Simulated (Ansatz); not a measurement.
Relaxation of a periodic cell of 20 atoms, HCl (contents 10 HCl, density as packed 1.19 g/cm³ with natural masses), to a largest force component of 0.3 eV/Å in at most 15 steps.

These are results of DFT PBE-D3(BJ), scalar-relativistic, plane waves, PAW (Ansatz 0.2.0), not measurements. Settings: accuracy low, cutoff 420 eV, k mesh 1x1x1, fermi-dirac smearing 0.02 eV, no spin polarisation.

```xyz
20
Lattice="7.9896 0.0000 0.0000 0.0000 7.9896 0.0000 0.0000 0.0000 7.9896" Properties=species:S:1:pos:R:3:forces:R:3
Cl 3.695 2.546 3.507 -0.18 0.07 0.22
H 4.112 2.054 2.401 0.13 -0.08 -0.30
Cl 3.831 6.372 3.802 0.17 -0.51 0.43
H 3.923 7.640 3.949 -0.22 0.16 -0.13
Cl 4.793 3.445 7.601 -0.24 0.06 0.14
H 5.728 3.055 6.819 0.15 -0.20 -0.27
Cl 0.439 6.773 3.449 0.07 0.16 -0.23
H -0.302 7.725 3.877 -0.32 0.27 -0.13
Cl 0.969 4.180 4.994 0.16 -0.64 0.25
H 0.351 4.933 5.825 -0.04 0.21 0.08
Cl 5.964 6.633 0.576 0.37 0.22 0.23
H 6.303 5.894 -0.413 -0.08 -0.13 -0.19
Cl 7.638 2.835 2.239 -0.05 0.09 0.16
H 7.785 2.380 1.051 0.06 -0.20 -0.29
Cl 2.846 7.007 0.968 -0.01 0.04 -0.50
H 1.611 6.816 0.689 -0.31 0.08 0.03
Cl 1.057 0.830 6.691 -0.47 0.23 -0.06
H 2.290 0.751 7.025 0.46 -0.12 0.15
Cl 5.783 0.315 5.239 0.06 0.13 0.18
H 6.954 0.553 5.697 0.30 0.16 0.22
```

Q: Where does it end, and by what steps?

A: The forces met the threshold. The threshold is loose, so the end isn't yet a minimum. The force dipped under the threshold on the way, but the program's further checks kept it going. Limits of this set-up: coarse k mesh, low accuracy level. After 12 steps the energy has fallen by 1.824 eV; Cl1 moved furthest, 1.25 Å.

```
step  energy less start (eV)  largest force component (eV/Å)  accepted
   0                  0.0000                           0.640       yes
   1                 -0.4250                           0.511       yes
   2                 -0.6889                           0.552       yes
   3                 -0.9206                           1.115       yes
   4                 -1.2035                           0.844       yes
   5                 -1.4147                           0.499       yes
   6                 -1.5763                           0.303       yes
   7                 -1.6902                           0.213       yes
   8                 -1.7243                           0.555       yes
   9                 -1.7774                           0.281       yes
  10                 -1.7774                           0.282       yes
  11                 -1.7999                           0.201       yes
  12                 -1.8245                           0.184       yes
```

```xyz
20
Lattice="7.9896 0.0000 0.0000 0.0000 7.9896 0.0000 0.0000 0.0000 7.9896" Properties=species:S:1:pos:R:3
Cl 3.612 1.540 2.772
H 4.581 1.890 1.989
Cl 4.061 6.159 4.400
H 4.128 7.275 3.745
Cl 4.614 3.674 7.518
H 5.261 2.880 6.693
Cl 0.776 7.457 3.510
H 0.045 8.436 2.999
Cl 0.379 4.326 5.474
H -0.009 5.501 5.102
Cl 6.533 6.656 0.286
H 5.977 5.543 -0.087
Cl 7.341 2.244 2.047
H 8.024 2.001 0.941
Cl 2.405 6.469 0.520
H 1.782 6.722 1.650
Cl 1.274 1.408 7.192
H 1.665 0.224 7.657
Cl 6.104 1.243 5.452
H 7.215 1.086 6.127
```

Run time: 18 s on 1 thread of Intel(R) Xeon(R) Platinum 8488C (Sapphire Rapids), on a shared host, peak memory 0.49 GiB.
